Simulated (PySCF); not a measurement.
**How methods differ on the ionisation energy of Bi²⁺**

Bi²⁺ [Xe] 4f14 5d10 6s2 6p1 (2P) → Bi³⁺ [Xe] 4f14 5d10 6s2 (1S), as a difference of total energies. All numbers are calculated (PySCF 2.14, a scalar-relativistic core potential, in aug-cc-pVQZ-PP with ECP60MDF). Correlated levels: valence: 5s2 5p6 5d10 frozen. The calculations carry no spin-orbit coupling.

| method | ionisation energy (eV) | difference from reference (eV) |
| --- | --- | --- |
| UHF | 23.052 | -2.519 |
| LDA | 23.882 | -1.689 |
| PBE | 23.638 | -1.933 |
| PBE0 | 23.664 | -1.907 |
| r2SCAN | 23.734 | -1.837 |
| CAM-B3LYP | 23.833 | -1.738 |
| B3LYP | 23.781 | -1.790 |
| wB97M-V | 23.607 | -1.964 |
| LC-wPBE | 23.771 | -1.800 |
| MP2 (valence) | 23.279 | -2.292 |
| SCS-MP2 (valence) | 23.271 | -2.300 |

Reference: 25.571 eV (measured; NIST Atomic Spectra Database, ionization energies).

The reference lies between the lowest fine-structure levels, while these numbers refer to the centres of the terms.

Errors of the correlated levels include the incompleteness of this basis and the frozen core.
